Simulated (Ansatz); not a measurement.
Mulliken charges of Br3HOSn (`[OH][Sn]([Br])([Br])[Br]`) from PBE/def2-TZVPP in Ansatz (PBE0-D4/def2-TZVP geometry).

```tsv
atom	x (Å)	y (Å)	z (Å)	charge (e)
O1	-0.595	0.374	1.452	-0.442
Sn2	0.242	-0.175	-0.207	1.012
Br3	2.148	-1.544	0.438	-0.247
Br4	-1.346	-1.455	-1.566	-0.256
Br5	0.956	1.796	-1.478	-0.256
H6	-1.362	0.940	1.316	0.189
```

Question: By hand: the dipole of these point charges (1 e Å = 4.8032 D).

Answer: Σ q r = (-0.180, 0.129, 0.069) e Å, of length 0.232 e Å = 1.11 D.

Question: How does the dipole of the full density compare? (Estimate.)

Answer: Computed: (-0.182, 0.134, -0.024) e Å, 1.09 D; the point charges give 1.02 times that, at 23° from its direction.

Point charges leave out the atoms' own dipoles, such as those of lone pairs, and Mulliken's split depends on the basis, so the two needn't agree.
